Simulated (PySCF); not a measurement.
B (boron, neutral) across methods

[He] 2s2 2p1, 2P determinant. Calculation: PySCF 2.14, in aug-cc-pV5Z (7s6p5d4f3g2h, 127 functions); no relativity, point nucleus.

```tsv
method	E (hartree)	mean ε 2s α (eV)	mean ε 2s β (eV)	mean ε 2p α (eV)	Σ⟨r²⟩ (bohr²)	⟨S²⟩
PBE	-24.6120	-9.659	-8.695	-4.173	16.01	0.753
MN15	-24.6338	-11.508	-10.361	-5.609	16.27	0.752
UHF	-24.53313	-14.837	-12.140	-8.676	15.77	0.761
LDA	-24.3559	-9.682	-8.669	-4.113	16.16	0.752
wB97X-V	-24.6551	-13.698	-12.310	-7.669	15.85	0.753
r2SCAN	-24.6382	-9.949	-8.771	-4.587	15.76	0.758
PBE0	-24.6197	-11.109	-9.826	-5.376	15.81	0.754
HSE06	-24.6230	-10.674	-9.407	-4.985	15.80	0.754
```
